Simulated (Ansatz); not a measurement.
Consider the ligand exchange at the Si–N bond: `CN([SiH2]O)[SiH2]O` + `N=C=O` → `O=C=N[SiH2]O` + `CN[SiH2]O`.

Isolated molecules relaxed with PBE0-D4/def2-TZVP in Ansatz; ΔE leaves out vibrations. CCSD(T)/CBS is the MP2 limit (def2-TZVPP, def2-QZVPP) plus CCSD(T) − MP2 in def2-TZVPP, frozen cores. This one scheme is used for every species. DFT in def2-TZVPP. One conformer a species, not always the lowest.

| level | ΔE (kcal/mol) |
| --- | --- |
| PBE-D4 | -7.2 |
| PBE0-D4 | -8.1 |
| HF/def2-TZVPP | -14.4 |
| SCS-MP2/def2-TZVPP | -9.2 |

Question: What does CCSD(T)/CBS give? (An estimate is asked.)

Answer: Computed: -8.1 kcal/mol. The listed levels differ from it by 0.9, 0.0, -6.3, -1.1 kcal/mol.

Largest T1 diagnostic among the species: 0.018.

The D4 term adds +3.2 kcal/mol with B3LYP and +1.7 kcal/mol with PBE0; it sums over pairs of atoms, weighted by their polarisabilities, and B3LYP, whose exchange is more repulsive, gets the larger term. In def2-TZVPP, CCSD(T) changes the Hartree–Fock value by +6.6 kcal/mol (the triples alone add +1.1 kcal/mol) and MP2 by +6.1 kcal/mol.

B3LYP here is the variant with VWN-RPA as its local correlation; programs differ in this.
